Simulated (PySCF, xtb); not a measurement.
Hf(Cl)3(OSiH3) (Cl3H3HfOSi), SMILES [Cl][Hf]([Cl])([Cl])[O][SiH3], multiplicity 1. One conformer was computed; it need not be the lowest.

Harmonic wavenumbers (cm⁻¹) from GFN2-xTB run with xtb at its own minimum, in rising order: 38, 50, 52, 66, 77, 86, 117, 122, 274, 319, 323, 433, 588, 611, 751, 761, 807, 894, 2028, 2212, 2280.

What does B3LYP-D3(BJ)/def2-SVP run with PySCF give at its own minimum? (The exact figures need the calculation; the answer reports its results.)

12, 40, 40, 95, 95, 95, 177, 177, 362, 386, 386, 395, 726, 726, 956, 956, 957, 1035, 2245, 2250, 2250. Paired by order, the mean absolute difference is 81 cm⁻¹ and the zero-point energies are 18.4 and 20.5 kcal/mol.
